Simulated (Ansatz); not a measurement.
Consider the ligand exchange at the Si–O bond: `O=C[SiH](Cl)O[SiH3]` + `BN[SiH2]F` → `BN([SiH3])[SiH2]F` + `O=C[SiH](O)Cl`.

Computed with Ansatz on PBE0-D4/def2-TZVP structures; ΔE is electronic, products minus reactants. CBS: MP2 limit from def2 TZ/QZ plus the TZ coupled-cluster correction, frozen cores. One conformer a species, not always the lowest.

`O=C[SiH](Cl)O[SiH3]`:

Z-matrix (Å, degrees):
```
Si
C 1 1.919
O 1 1.608 2 107.3
Cl 1 2.049 2 105.7 3 -119.8
H 1 1.478 2 113.3 3 122.3
O 2 1.207 1 118.8 3 2.7
H 2 1.114 1 121.4 3 -178.8
Si 3 1.654 1 142.8 2 -26.4
H 8 1.481 3 109.6 1 85.8
H 8 1.482 3 110.4 1 -36.6
H 8 1.483 3 106.4 1 -155.6
```

`BN[SiH2]F`:

```xyz
9

B     0.960    0.932   -0.790
N    -0.293    0.422   -0.416
Si   -0.564   -0.804    0.769
F    -0.815   -2.219    0.070
H     1.938    0.507   -0.246
H     1.030    1.776   -1.635
H    -1.103    0.795   -0.893
H    -1.795   -0.495    1.530
H     0.643   -0.914    1.611
```

`BN([SiH3])[SiH2]F`:

```xyz
12

B     0.621    1.307    0.809
N     0.061    0.198    0.135
Si    0.469   -0.002   -1.567
Si   -0.960   -0.927    0.965
F    -0.170   -2.295    1.197
H     0.395    1.485    1.971
H     1.321    2.070    0.200
H    -0.194   -1.241   -2.045
H     1.937   -0.127   -1.727
H    -0.021    1.161   -2.346
H    -2.133   -1.257    0.125
H    -1.327   -0.372    2.283
```

`O=C[SiH](O)Cl`:

```xyz
8

O    -0.005   -1.942   -0.057
C    -0.729   -0.991   -0.239
Si    0.055    0.755   -0.076
O     1.643    0.487    0.129
Cl   -0.845    1.609    1.557
H    -1.808   -1.152   -0.454
H    -0.167    1.657   -1.223
H     1.856   -0.424    0.364
```

| species | SCS-MP2/def2-TZVPP energy (Eh) |
| --- | --- |
| `O=C[SiH](Cl)O[SiH3]` | -1229.16075 |
| `BN[SiH2]F` | -471.32578 |
| `BN([SiH3])[SiH2]F` | -761.58014 |
| `O=C[SiH](O)Cl` | -938.88090 |

Work out ΔE.

ΔE = (-761.58014) + (-938.88090) − (-1229.16075) − (-471.32578) = 0.02549 Eh = +66.9 kJ/mol. CCSD(T)/CBS gives +63.6 kJ/mol.

Largest T1 diagnostic among the species: 0.014.

In def2-TZVPP, CCSD(T) changes the Hartree–Fock value by −17.0 kJ/mol (the triples alone add −2.8 kJ/mol) and MP2 by −17.8 kJ/mol.
